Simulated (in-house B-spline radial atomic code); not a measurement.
Zn¹⁸⁺. Computed with a B-spline radial atomic code. Model: all-electron spherical atom, spin shells full or empty, radial basis limit, no spin-orbit coupling: exact exchange with a local potential (Slater, KLI or optimised effective potential, whose far tail is KLI's), no correlation.

The run also made RPA and GW results, which its time includes.

The Slater potential averages the orbital exchange potentials with the orbital densities as weights, KLI adds orbital constants, and the optimised effective potential minimises the exact-exchange energy among local potentials. So their energies lie above Hartree-Fock in the order OEP, KLI, Slater. All fall off as −1/r, unlike LDA and GGA exchange.

Command:
```bash
python run_gw.py task.json out
```
Settings (lengths in bohr, energies in hartree):
```
Z                      30
electrons              12
configuration          [Ne] 3s2
hamiltonian            nr
method                 oep
lmax                   9
spin_polarised         False
box_radius             4.4
intervals              64
ion_configuration      [Ne] 3s1
```

Cost of the run: 5.1 s on 1 thread of Arm Neoverse N1 (shared host).

Given: hamiltonian non-relativistic; mean-field start exchange-only OEP.

Computed: energy above Hartree-Fock 3.5689 millihartree; virial ratio -E/T less 1 0.

| radius (bohr) | r times exchange potential (hartree bohr) |
| --- | --- |
| 0.00167 | -0.041162 |
| 0.002 | -0.049257 |
| 0.0024 | -0.059043 |
| 0.00288 | -0.070739 |
| 0.00346 | -0.084795 |
| 0.00415 | -0.10138 |
| 0.00498 | -0.1211 |
| 0.00597 | ? |
| 0.00717 | -0.17173 |
| 0.0086 | -0.20349 |
| 0.0103 | -0.23974 |
| 0.0124 | -0.28206 |
| 0.0149 | -0.32869 |
| 0.0178 | -0.37749 |
| 0.0214 | -0.4301 |
| 0.0257 | -0.48159 |
| 0.0308 | -0.52735 |
| 0.037 | -0.56219 |
| 0.0444 | -0.57662 |
| 0.0533 | -0.56235 |
| 0.0639 | -0.52447 |
| 0.0767 | -0.51103 |
| 0.0921 | -0.58988 |
| 0.11 | -0.72953 |
| 0.133 | -0.87152 |
| 0.159 | -0.9714 |
| 0.191 | -1.0305 |
| 0.229 | -1.034 |
| 0.275 | ? |
| 0.33 | -0.79358 |
| 0.396 | -0.67847 |
| 0.475 | -0.82746 |
| 0.57 | -0.94344 |
| 0.684 | -0.98367 |
| 0.821 | -0.99576 |
| 0.985 | -0.99816 |
| 1.18 | -1.0019 |

Problem. What belongs in the row 0.00597?

Solution. r times exchange potential (hartree bohr): -0.14426.

Problem. What belongs in the row 0.275?

Solution. r times exchange potential (hartree bohr): -0.96118.

```tsv
occupied	level (hartree)	Hartree-Fock level (hartree)
1s	-372.34	-379.34
2s	?	?
2p	-62.427	-63.923
3s	-25.231	-25.23
```

Problem. What belongs in the row 2s?

Solution. level (hartree): -67.181; Hartree-Fock level (hartree): -69.237.

```
empty  level (hartree)
   3p          -23.682
   3d           -21.44
   4s                ?
   4p          -12.673
   4d          -11.853
   4f          -11.381
```

Problem. What belongs in the row 4s?

Solution. level (hartree): -13.293.

The highest level, 3s, differs from Hartree-Fock by -0.017 eV and the deepest, 1s, by +191 eV: a local potential can match the highest level but can't give each shell its own exchange.
